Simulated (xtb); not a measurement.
xtb input (GFN2-xTB):

```bash
xtb mol.xyz --gfn 2 --sp --chrg -1 --uhf 0
```
mol.xyz:
```
8

Si     0.04966104    -0.01032752    -0.09465304
O      0.76982139    -0.16009225    -1.46726546
O     -1.60115459     0.34475914    -0.17511550
O      0.09326868    -1.37538737     0.90157134
O      0.64876703     1.20929081     0.91100901
H     -1.91999050     0.03442363    -1.02674617
H      0.85776760    -1.89598650     0.64126917
H      1.08134826     1.85758556     0.34902443
```

End of the output:

```
         :::::::::::::::::::::::::::::::::::::::::::::::::::::
         ::                     SUMMARY                     ::
         :::::::::::::::::::::::::::::::::::::::::::::::::::::
         :: total energy             -19.913340080750 Eh    ::
         :: gradient norm              0.027886067047 Eh/a0 ::
         :: HOMO-LUMO gap              9.756801045834 eV    ::
         ::.................................................::
         :: SCC energy               -20.010101008866 Eh    ::
         :: -> isotropic ES            0.288088417535 Eh    ::
         :: -> anisotropic ES         -0.004168362078 Eh    ::
         :: -> anisotropic XC         -0.007981140947 Eh    ::
         :: -> dispersion             -0.004706698079 Eh    ::
         :: repulsion energy           0.096760928116 Eh    ::
         :: add. restraining           0.000000000000 Eh    ::
         :: total charge              -1.000000000000 e     ::
         :::::::::::::::::::::::::::::::::::::::::::::::::::::

           -------------------------------------------------
          |                Property Printout                |
           -------------------------------------------------

    * Orbital Energies and Occupations

         #    Occupation            Energy/Eh            Energy/eV
      -------------------------------------------------------------
         1        2.0000           -0.5628791             -15.3167
       ...           ...                  ...                  ...
         4        2.0000           -0.4351656             -11.8415
         5        2.0000           -0.3836400             -10.4394
         6        2.0000           -0.3418559              -9.3024
         7        2.0000           -0.3418559              -9.3024
         8        2.0000           -0.3235867              -8.8052
         9        2.0000           -0.2796352              -7.6093
        10        2.0000           -0.2796352              -7.6093
        11        2.0000           -0.2457151              -6.6862
        12        2.0000           -0.2457151              -6.6862
        13        2.0000           -0.2416444              -6.5755
        14        2.0000           -0.2156749              -5.8688
        15        2.0000           -0.1851008              -5.0368
        16        2.0000           -0.1851008              -5.0368 (HOMO)
        17                          0.1734551               4.7200 (LUMO)
        18                          0.1734551               4.7200
        19                          0.1778365               4.8392
        20                          0.2987175               8.1285
        21                          0.3429528               9.3322
        22                          0.3429528               9.3322
        23                          0.4022694              10.9463
        24                          0.4022694              10.9463
        25                          0.6025399              16.3959
        26                          0.9055736              24.6419
        27                          0.9055737              24.6419
        28                          1.1037016              30.0332
      -------------------------------------------------------------
                  HL-Gap            0.3585558 Eh            9.7568 eV
             Fermi-level           -0.0058229 Eh           -0.1584 eV

     #   Z          covCN         q      C6AA      α(0)
     1  14 Si       3.118     0.638   149.570    26.262
     2   8 O        0.771    -0.660    27.683     7.052
     3   8 O        1.573    -0.568    24.469     6.675
     4   8 O        1.573    -0.568    24.469     6.675
     5   8 O        1.573    -0.568    24.469     6.675
     6   1 H        0.820     0.242     0.921     1.506
     7   1 H        0.820     0.242     0.921     1.506
     8   1 H        0.820     0.242     0.921     1.506

 Mol. C6AA /au·bohr⁶  :       1189.306939
 Mol. C8AA /au·bohr⁸  :      39665.774543
 Mol. α(0) /au        :         57.855157

Wiberg/Mayer (AO) data.
largest (>0.10) Wiberg bond orders for each atom

 ---------------------------------------------------------------------------
     #   Z sym  total        # sym  WBO       # sym  WBO       # sym  WBO
 ---------------------------------------------------------------------------
     1  14 Si   4.485 --     2 O    1.751     3 O    0.912     5 O    0.912
                             4 O    0.912
     2   8 O    1.930 --     1 Si   1.751
     3   8 O    1.988 --     6 H    0.939     1 Si   0.912
     4   8 O    1.988 --     7 H    0.939     1 Si   0.912
     5   8 O    1.988 --     8 H    0.939     1 Si   0.912
     6   1 H    0.941 --     3 O    0.939
     7   1 H    0.941 --     4 O    0.939
     8   1 H    0.941 --     5 O    0.939
 ---------------------------------------------------------------------------

Topologies differ in total number of bonds
Writing topology from bond orders to xtbtopo.mol

molecular dipole:
                 x           y           z       tot (Debye)
 q only:        0.032      -0.007      -0.060
   full:       -0.107       0.022       0.204       0.588
molecular quadrupole (traceless):
                xx          xy          yy          xz          yz          zz
 q only:        1.415       0.527       3.839       4.828      -1.004      -5.254
  q+dip:        1.713       0.638       4.647       5.845      -1.216      -6.360
   full:        2.118       0.789       5.746       7.227      -1.503      -7.865

           -------------------------------------------------
          | TOTAL ENERGY              -19.913340080750 Eh   |
          | GRADIENT NORM               0.027886067047 Eh/α |
          | HOMO-LUMO GAP               9.756801045834 eV   |
           -------------------------------------------------

------------------------------------------------------------------------
------------------------------------------------------------------------
 total:
 SCF:
Note: The following floating-point exceptions are signalling: IEEE_DENORMAL
normal termination of xtb
```

It need not be the lowest isomer of its formula. Whether it binds its extra electron was not tested at this geometry.
